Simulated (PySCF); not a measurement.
H2S2, charge -1, doublet, at the geometry of the source list (a state made from the parent by changing its charge; the spin is typed, not shown lowest) (in this run its highest filled SCF level lies above zero, so its values depend strongly on the basis, on diffuse functions most of all); PBE/6-31G** in PySCF.

The PySCF input:
```python
from pyscf import gto, scf, dft

mol = gto.Mole()
mol.atom = '''
    S    -0.901900    0.443900    0.487000
    S     0.900200    0.457200   -0.477800
    H    -1.530600   -0.450500   -0.292300
    H     1.532400   -0.450600    0.283100
'''
mol.basis = '6-31g**'
mol.charge = -1
mol.spin = 1
mol.verbose = 4
mol.build()

mf = dft.UKS(mol)
mf.xc = 'pbe'
mf.grids.atom_grid = (99, 590)
mf.grids.prune = None
mf.kernel()
```

It wrote (shortened):

```
PySCF version 2.14.0

[INPUT] verbose = 4
[INPUT] num. atoms = 4
[INPUT] num. electrons = 35
[INPUT] charge = -1
[INPUT] spin (= nelec alpha-beta = 2S) = 1
[INPUT] symmetry False subgroup None
[INPUT] Mole.unit = angstrom
[INPUT] Symbol           X                Y                Z      unit          X                Y                Z       unit  Magmom
[INPUT]  1 S     -0.901900000000   0.443900000000   0.487000000000 AA   -1.704343991745   0.838849426694   0.920296622663 Bohr   0.0
[INPUT]  2 S      0.900200000000   0.457200000000  -0.477800000000 AA    1.701131457333   0.863982784151  -0.902911142317 Bohr   0.0
[INPUT]  3 H     -1.530600000000  -0.450500000000  -0.292300000000 AA   -2.892414806259  -0.851321619117  -0.552366946210 Bohr   0.0
[INPUT]  4 H      1.532400000000  -0.450600000000   0.283100000000 AA    2.895816313284  -0.851510591729   0.534981465864 Bohr   0.0

nuclear repulsion = 85.5630936693754
number of shells = 22
number of NR pGTOs = 116
number of NR cGTOs = 46
basis = 6-31g**
ecp = {}

******** <class 'pyscf.dft.uks.UKS'> ********
method = UKS
initial guess = minao
damping factor = 0
level_shift factor = 0
DIIS = <class 'pyscf.scf.diis.CDIIS'>
diis_start_cycle = 1
diis_space = 8
diis_damp = 0
SCF conv_tol = 1e-09
SCF conv_tol_grad = None
SCF max_cycles = 50
direct_scf = True
direct_scf_tol = 1e-13
number electrons alpha = 18  beta = 17
XC library pyscf.dft.libxc version 7.1.2
    S. Lehtola, C. Steigemann, M. J. T. Oliveira, and M. A. L. Marques,  SoftwareX 7, 1–5 (2018)
XC functionals = pbe
    J. P. Perdew, K. Burke, and M. Ernzerhof,  Phys. Rev. Lett. 77, 3865 (1996)
    J. P. Perdew, K. Burke, and M. Ernzerhof,  Phys. Rev. Lett. 78, 1396 (1997)
    J. P. Perdew, K. Burke, and M. Ernzerhof,  Phys. Rev. Lett. 77, 3865 (1996)
    J. P. Perdew, K. Burke, and M. Ernzerhof,  Phys. Rev. Lett. 78, 1396 (1997)
radial grids:
    Treutler-Ahlrichs [JCP 102, 346 (1995); DOI:10.1063/1.469408] (M4) radial grids

becke partition: Becke, JCP 88, 2547 (1988); DOI:10.1063/1.454033
pruning grids: None
grids dens level: 3
symmetrized grids: False
atomic radii adjust function: <function treutler_atomic_radii_adjust>
User specified grid scheme (99, 590)
small_rho_cutoff = 0
Set gradient conv threshold to 3.16228e-05
tot grids = 233640
init E= -797.311782270944

cycle= 1 E= -797.067127636087  delta_E= 0.245  |g|= 0.299  |ddm|= 2.71
cycle= 2 E= -797.01098844974  delta_E= 0.0561  |g|= 0.429  |ddm|= 3.28
cycle= 3 E= -797.138852578711  delta_E= -0.128  |g|= 0.0337  |ddm|= 2.07
cycle= 4 E= -797.139559454379  delta_E= -0.000707  |g|= 0.00963  |ddm|= 0.0776
cycle= 5 E= -797.139618588338  delta_E= -5.91e-05  |g|= 0.00127  |ddm|= 0.0302
cycle= 6 E= -797.139619542661  delta_E= -9.54e-07  |g|= 0.000375  |ddm|= 0.0038
cycle= 7 E= -797.139619650514  delta_E= -1.08e-07  |g|= 0.00011  |ddm|= 0.00227
cycle= 8 E= -797.139619661424  delta_E= -1.09e-08  |g|= 2.76e-05  |ddm|= 0.000366
cycle= 9 E= -797.139619662154  delta_E= -7.3e-10  |g|= 8.77e-06  |ddm|= 0.000198
Extra cycle  E= -797.139619662195  delta_E= -4.12e-11  |g|= 6.39e-06  |ddm|= 5.75e-05
converged SCF energy = -797.139619662195  <S^2> = 0.7512361  2S+1 = 2.0012357
```
